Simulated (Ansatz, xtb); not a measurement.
## C2H10AlNO: which of two conformers lies lower

We compare I, `C[NH2+][Al@H-]([CH3])[OH]`, a singlet, with II, `C[NH2+][Al@H-]([CH3])[OH]`, a singlet. Both are isolated molecules in the gas phase, relaxed with PBE0-D4/def2-SVP.

I (Å):

```xyz
15

C     0.4718   -0.2129    0.2259
C    -2.0627    3.2443    1.4076
Al   -0.5707    2.0300    1.8383
N    -0.6476    0.7360    0.2492
O     1.0485    2.5727    1.4627
H     0.4817   -0.8350   -0.6822
H     1.4007    0.3671    0.3030
H     0.4037   -0.8612    1.1102
H    -0.6266    1.3316   -0.5813
H    -1.5462    0.2516    0.2255
H    -0.7138    1.0307    3.0956
H    -1.9145    3.7653    0.4450
H    -3.0384    2.7283    1.3593
H    -2.1727    4.0331    2.1720
H     1.6802    2.8355    2.1326
```

II (Å):

```yaml
atoms:
  - { symbol: C, position_ang: [-1.8999, 1.7371, -0.5409] }
  - { symbol: C, position_ang: [0.1459, 1.3158, 3.1548] }
  - { symbol: Al, position_ang: [-1.4123, 0.5619, 2.2099] }
  - { symbol: N, position_ang: [-1.0012, 0.8751, 0.2275] }
  - { symbol: O, position_ang: [-1.4430, -1.1649, 1.9022] }
  - { symbol: H, position_ang: [-1.8332, 2.7659, -0.1621] }
  - { symbol: H, position_ang: [-2.9341, 1.3998, -0.3931] }
  - { symbol: H, position_ang: [-1.6681, 1.7366, -1.6174] }
  - { symbol: H, position_ang: [-0.0281, 1.1620, 0.1158] }
  - { symbol: H, position_ang: [-1.0557, -0.1005, -0.0810] }
  - { symbol: H, position_ang: [-2.8446, 1.2738, 2.3961] }
  - { symbol: H, position_ang: [0.0768, 1.1555, 4.2450] }
  - { symbol: H, position_ang: [0.2347, 2.4077, 3.0124] }
  - { symbol: H, position_ang: [1.0988, 0.8596, 2.8328] }
  - { symbol: H, position_ang: [-1.7226, -1.8219, 2.5400] }
```

Q: Estimate which is lower in electronic energy at CCSD(T)/def2-SVP + ΔMP2/def2-TZVPP, and by roughly how much.

A: CCSD(T)/def2-SVP + ΔMP2/def2-TZVPP gives E(II) − E(I) = +2.24 kJ/mol, slightly favouring structure I, which is too small a margin to settle the true order.

How the difference moves with the method:

```csv
level,geometry,E(II) − E(I) (kJ/mol),departure from the last row (kJ/mol),"job, with rough time for the two"
PBE0-D4/def2-SVP,PBE0-D4/def2-SVP,+0.70,−1.54,"optimisation, 2.5 min"
HF/def2-SVP,PBE0-D4/def2-SVP,+0.87,−1.37,part of the CCSD(T) run
MP2/def2-SVP,PBE0-D4/def2-SVP,+1.61,−0.63,part of the CCSD(T) run
CCSD(T)/def2-SVP,PBE0-D4/def2-SVP,+1.82,−0.42,single point
CCSD(T)/def2-SVP + ΔMP2/def2-TZVPP,PBE0-D4/def2-SVP,+2.24,,"single point, 44 s"
```

The largest departure from CCSD(T)/def2-SVP + ΔMP2/def2-TZVPP is that of PBE0-D4/def2-SVP, 1.54 kJ/mol. Levels run at GFN2-xTB geometries aren't shown. The last row adds to CCSD(T) the change of the MP2 difference between the two basis sets, here +0.42 kJ/mol.

With thermal terms from frequencies at re-optimised GFN2-xTB minima (ideal gas, soft modes damped towards free rotors, one conformer each, 298.15 K, 1 atm): the zero-point term adds +0.10 kJ/mol; ΔH is +2.19 and ΔG +2.68 kJ/mol.

The correlated steps freeze 9 core orbitals. Run with Ansatz 0.2.0, xtb 6.7.1; the last row on 2 threads of Arm Neoverse V2 on a shared host.
